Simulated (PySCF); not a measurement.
Species: C8H11B.
Atom-mapped SMILES: `[CH3:1][B:2]([CH3:3])[c:4]1[cH:5][cH:6][cH:7][cH:8][cH:9]1` (hydrogens: H10, H11, H12 on C1; H13, H14, H15 on C3; H16 on C5; H17 on C6; H18 on C7; H19 on C8; H20 on C9)

A GFN2-xTB structure was refined with PySCF 2.14.0, PBE0-D3(BJ)/def2-SVP geometry optimisation, gas phase. Its GFN2-xTB values:

```
coordinate  GFN2-xTB
     C1–B2   1.580 Å
    C1–H10   1.090 Å
     B2–C4   1.565 Å
    C3–H13   1.090 Å
     C4–C5   1.401 Å
     C5–C6   1.382 Å
    C5–H16   1.080 Å
     C6–C7   1.385 Å
    C6–H17   1.081 Å
    C7–H18   1.081 Å
  C1–B2–C3    120.1°
  C1–B2–C4    119.9°
  B2–C4–C5    121.8°
  C4–C5–C6    121.9°
  C5–C4–C9    116.5°
  C5–C6–C7    120.1°
  C6–C7–C8    119.4°
```

Question: How do these coordinates change at the PBE0-D3(BJ)/def2-SVP level?

Answer: 
```json
{"coordinate": "C3–H13", "PBE0-D3(BJ)/def2-SVP (Å or °)": "1.104", "change": "+0.014"}
{"coordinate": "C1–H10", "PBE0-D3(BJ)/def2-SVP (Å or °)": "1.104", "change": "+0.014"}
{"coordinate": "C5–H16", "PBE0-D3(BJ)/def2-SVP (Å or °)": "1.093", "change": "+0.013"}
{"coordinate": "C7–H18", "PBE0-D3(BJ)/def2-SVP (Å or °)": "1.093", "change": "+0.012"}
{"coordinate": "C6–H17", "PBE0-D3(BJ)/def2-SVP (Å or °)": "1.093", "change": "+0.012"}
{"coordinate": "C5–C6", "PBE0-D3(BJ)/def2-SVP (Å or °)": "1.392", "change": "+0.010"}
{"coordinate": "C6–C7", "PBE0-D3(BJ)/def2-SVP (Å or °)": "1.395", "change": "+0.010"}
{"coordinate": "B2–C4", "PBE0-D3(BJ)/def2-SVP (Å or °)": "1.574", "change": "+0.009"}
{"coordinate": "C4–C5", "PBE0-D3(BJ)/def2-SVP (Å or °)": "1.408", "change": "+0.007"}
{"coordinate": "C1–B2", "PBE0-D3(BJ)/def2-SVP (Å or °)": "1.577", "change": "-0.003"}
{"coordinate": "C1–B2–C3", "PBE0-D3(BJ)/def2-SVP (Å or °)": "121.1", "change": "+1.0"}
{"coordinate": "C5–C4–C9", "PBE0-D3(BJ)/def2-SVP (Å or °)": "117.0", "change": "+0.5"}
{"coordinate": "C1–B2–C4", "PBE0-D3(BJ)/def2-SVP (Å or °)": "119.5", "change": "-0.4"}
{"coordinate": "C6–C7–C8", "PBE0-D3(BJ)/def2-SVP (Å or °)": "119.8", "change": "+0.4"}
{"coordinate": "B2–C4–C5", "PBE0-D3(BJ)/def2-SVP (Å or °)": "121.5", "change": "-0.3"}
{"coordinate": "C5–C6–C7", "PBE0-D3(BJ)/def2-SVP (Å or °)": "119.8", "change": "-0.3"}
{"coordinate": "C4–C5–C6", "PBE0-D3(BJ)/def2-SVP (Å or °)": "121.7", "change": "-0.2"}
```

The energy falls by 0.053 eV over 5 energy and gradient evaluations, the largest force component goes from 0.0096 to 1.9e-04 Eh/bohr, and the atoms move by 0.020 Å rms after alignment. Among the bonds, C1–H10, C1–H12, C3–H13, C3–H15, C5–H16 and C9–H20 change most and about equally (+0.013 to +0.014 Å). Bonds longer at the end by more than 0.005 Å: 18 of 20; shorter: 0. Rotational constants go from 3291, 1134, 851.9 to 3246, 1131, 847.7 MHz.

The run used 181 basis functions and 33 SCF cycles in all.

Whether it is a minimum is left open (no frequencies).

Conformer computed: `[CH3:1][B:2]([CH3:3])[c:4]1[cH:5][cH:6][cH:7][cH:8][cH:9]1`: C1–B2–C4–C5 0°.
